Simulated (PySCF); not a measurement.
# Ga⁺ (gallium, charge +1): UHF calculation

Configuration: [Ar] 3d10 4s1 4p1, high-spin 3P determinant (an excited configuration). Calculation: PySCF 2.14, in aug-cc-pVDZ-DK (6s5p3d, 36 functions); the spin-free X2C one-electron Hamiltonian (Gaussian nucleus).

```
Total energy                                                  : -1941.710089 hartree
One-electron energy                                           : -2697.4055 hartree
Hartree (Coulomb) energy                                      : 830.0810 hartree
Exchange energy                                               : -74.3856 hartree
⟨S²⟩                                                          : 2.0011
⟨L²⟩                                                          : 2.020
Sum of ⟨r⟩                                                    : 20.02 bohr
Sum of ⟨r²⟩                                                   : 27.63 bohr²
Traceless quadrupole moment −½Σ⟨3z² − r²⟩ along its main axis : -4.00 e·bohr²
Langevin diamagnetic susceptibility                           : -21.9 ×10⁻⁶ cm³/mol
```

```
shell  electrons  mean orbital energy (eV)  spread (eV)  rms radius, mean of both spins (bohr)
 1s α          1                  -10450.9            0                                 0.0560
 1s β          1                  -10450.7            0                                 0.0560
 2s α          1                   -1351.3            0                                  0.235
 2s β          1                   -1351.1            0                                  0.235
 2p α          3                   -1173.3        0.024                                  0.211
 2p β          3                   -1173.2        0.129                                  0.211
 3s α          1                   -189.26            0                                  0.698
 3s β          1                   -188.72            0                                  0.698
 3p α          3                   -133.34        0.044                                  0.737
 3p β          3                   -133.04        0.418                                  0.737
 3d α          5                   -41.741        0.319                                  0.894
 3d β          5                   -41.473        0.492                                  0.894
 4s α          1                   -22.284            0                                   2.42
 4p α          1                   -14.318            0                                   3.03
```

Densities and radii are taken from the X2C orbitals without a picture-change correction, which distorts them close to the nucleus.

Spin-orbit constants ζ (cm⁻¹) from the X2C one-electron operator on these orbitals: bare nucleus, nucleus screened by l(l+1)(2l+1)/3 electrons, and screened by the Breit-Pauli mean field of the electrons.

```
shell    bare  screened nucleus  mean field
   2p  154300            144300      139800
   3p   19900             18610       17900
   3d    2064              1398        1276
   4p   892.6             835.0       795.7
```

To first order the Landé constant is A = 397.9 cm⁻¹, so the lowest level has J = 0 and lies 0.0987 eV below the centre of the term. This holds in LS coupling only.
